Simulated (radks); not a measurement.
Values are calculated unless marked as measured or tabulated.
Problem. Valence configurations of Mo (all share [Kr]). Level of theory: scalar-relativistic Kohn-Sham, r2SCAN, spin-polarised, spherical densities, finite nucleus; open shells are filled with parallel spins first (spin-orbit coupling, left out, can overturn this in heavy ions); meta-GGA in the generalised Kohn-Sham scheme; Fermi nuclear charge, rms radius 4.4091 fm (a radial shooting solver on a logarithmic mesh with Libxc functionals). Order these by energy: 4d5 5s1; 4d4 5p2; 4d4 5s2; 4d4 5s1 5p1; 4d3 5p3; 4d5 5s0.5 5p0.5; 4d6; 4d5.5 5s0.5; 4d4.5 5s1.5; 4d5 5p1.

Solution. From the lowest, in eV above it: 4d5 5s1 0.000; 4d4.5 5s1.5 1.517; 4d5 5s0.5 5p0.5 1.846; 4d5.5 5s0.5 2.200; 4d4 5s2 2.874; 4d5 5p1 3.647; 4d6 4.034; 4d4 5s1 5p1 4.574; 4d4 5p2 8.715; 4d3 5p3 15.745. NIST lists [Kr] 4d5 5s1 as the ground configuration; this level of theory agrees among the configurations tried. The energies are those of spherical high-spin densities, not of single terms.
